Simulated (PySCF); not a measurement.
A PySCF script (with the pyscf-properties extension) for the NMR shieldings of SMILES CCCCCS[SiH3], C5H14SSi, on a PBE0-D3(BJ)/def2-SVP geometry:

```python
import basis_set_exchange as bse
import numpy as np
from pyscf import gto, dft
from pyscf.prop import nmr

atoms = """
C    -3.243322    0.158465    0.180792
C    -1.904723   -0.540414    0.002919
C    -0.809384    0.035419    0.893198
C     0.535738   -0.681536    0.806312
C     1.212253   -0.550310   -0.548200
S     2.802778   -1.446292   -0.692622
Si    4.048344   -0.271811    0.591536
H    -3.592903    0.092096    1.223617
H    -3.172242    1.228599   -0.073100
H    -4.021393   -0.284060   -0.459478
H    -2.014832   -1.617860    0.219736
H    -1.601359   -0.477890   -1.056166
H    -1.152766    0.004927    1.941728
H    -0.671576    1.106685    0.657341
H     0.411390   -1.752688    1.040651
H     1.206384   -0.279254    1.584414
H     1.373540    0.508118   -0.811865
H     0.592481   -0.986095   -1.345649
H     3.813751   -0.507082    2.049693
H     5.451490   -0.656739    0.266018
H     3.825033    1.181674    0.313678
"""
names = dict.fromkeys(["C", "S", "Si", "H"], "pcSseg-1")
basis = {el: gto.basis.parse(bse.get_basis(n, elements=[el], fmt="nwchem")) for el, n in names.items()}
mol = gto.M(atom=atoms, basis=basis, charge=0, verbose=0)
mf = dft.RKS(mol, xc="HYB_GGA_XC_WP04")
mf.grids.level = 2
mf.grids.alignment = dft.numint.BLKSIZE   # the property module wants whole blocks of grid points
mf.conv_tol = 1e-9
mf.kernel()

calc = nmr.RKS(mf)   # GIAO
C = mf.mo_coeff
Co = C[:, mf.mo_occ > 0]
resp = mf.gen_response(singlet=True, hermi=2)
def vind(x):   # induced exchange potential for any number of trial vectors
    d = np.einsum("pi,xij,qj->xpq", C, 2 * x.reshape(-1, C.shape[1], Co.shape[1]), Co, optimize=True)
    return np.einsum("xpq,pi,qj->xij", resp(d - d.transpose(0, 2, 1)), C, Co, optimize=True).ravel()
mo1, _ = nmr.rhf.solve_mo1(calc, with_cphf=vind)
sigma = calc.kernel(mo1)
for i, s in enumerate(sigma):   # ppm
    print("%2d %-2s %9.2f" % (i, mol.atom_pure_symbol(i), np.trace(s) / 3))
```

Q: What are the results?

A: 
```
 0 C     154.27
 1 C     146.31
 2 C     137.94
 3 C     135.64
 4 C     135.38
 5 S     603.86
 6 Si    379.74
 7 H      30.71
 8 H      30.73
 9 H      30.41
10 H      30.60
11 H      30.29
12 H      30.33
13 H      30.60
14 H      30.22
15 H      30.10
16 H      29.58
17 H      29.11
18 H      27.52
19 H      27.69
20 H      27.72
```

These numbers come from an equivalent density-fitted implementation of the same equations, which agrees with the script to about 0.01 ppm for H and up to a few tenths of a ppm for heavy atoms, so last digits may differ.

Q: Turn these shieldings into chemical shifts. References, each an isolated molecule treated in the same way: ¹³C (σref 172.44), ²⁹Si (σref 338.69), ¹H (σref 31.56) against TMS; ³³S (σref 462.27) vs CS2.

A: Averaging equivalent atoms: C 4: 37.1; C 3: 36.8; C 2: 34.5; C 1: 26.1; C 0: 18.2; S 5: -142; Si 6: -41.0; H 18/19/20: 3.92; H 16/17: 2.22; H 14/15: 1.41; H 10/11: 1.12; H 12/13: 1.10; H 7/8/9: 0.95 ppm. 

Size and cost of the density-fitted run: 203 basis functions, 59 s wall time on 1 thread of an Arm Neoverse N1, shared host; peak memory 0.98 GiB.
